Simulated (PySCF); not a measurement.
Computed IR spectrum (relative IR intensity) of a molecule C5H8S. The structure is a stationary point at PBE-D3(BJ)/def2-SVP. Other conformers were not sampled. Method: PBE-D3(BJ)/def2-SVP (PySCF 2.14.0). Frequencies are harmonic and unscaled.

```tsv
ν (cm⁻¹)	relative intensity
40	5.6
150	5.4
264	9.3
317	2.6
458	2.7
500	6.2
586	7.4
623	18
819	100
902	5.2
921	7.2
936	24
1074	55
1235	37
1273	9.5
1327	6.3
1383	27
1389	14
1397	19
1407	32
1422	11
2008	51
2966	37
2972	67
3043	34
3076	18
3080	17
3089	6.5
```

**Question.** Which molecule gave these data?
(A) C=C1C[C@H](C)S1
(B) SC1CC=CC1
(C) CC#CCCS
(D) C=C=C(C)SC

**Answer.** D, C=C=C(C)SC
